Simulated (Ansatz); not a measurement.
Species: CH3Si, charge 1, multiplicity 1. 
Geometry from a B3LYP-D3(BJ)/def2-TZVP (Ansatz, a quantum-chemistry and plane-wave program) optimisation:
```xyz
5

C     -1.0478     0.1093    -0.3726
Si     0.5592    -0.0562     0.2529
H     -1.7536    -0.7223    -0.3102
H     -1.5393     1.0850    -0.3827
H      1.7514    -0.2322    -0.6116
```
Charge +1, spin multiplicity 1.

Basis-set convergence of Hartree-Fock and MP2 correlation energies (hartree) with Ansatz. Cores are frozen in the correlated levels unless marked. Spin-orbit coupling is left out. No relativistic terms.

The Hartree-Fock reference is unstable (checked in the largest basis), which strains HF and MP2. The T1 diagnostic of CCSD in the largest basis is 0.035, which is high, so the coupled-cluster rows are less sure than usual.

| basis | functions | E(HF) | E(corr, MP2) |
|---|---|---|---|
| cc-pV(D+d)Z | 52 | -328.15802 | -0.20859 |
| cc-pV(T+d)Z | 111 | -328.17886 | -0.25216 |
| cc-pV(Q+d)Z | 209 | -328.18428 | -0.26804 |

Extrapolating the two largest sets (X = 3 and 4) as X^-3: E(corr) = (64·(-0.26804) - 27·(-0.25216))/37 = -0.2796 Eh, an estimate of the basis-set limit. The largest set recovers 95.9 % of it, the smallest 74.6 %.
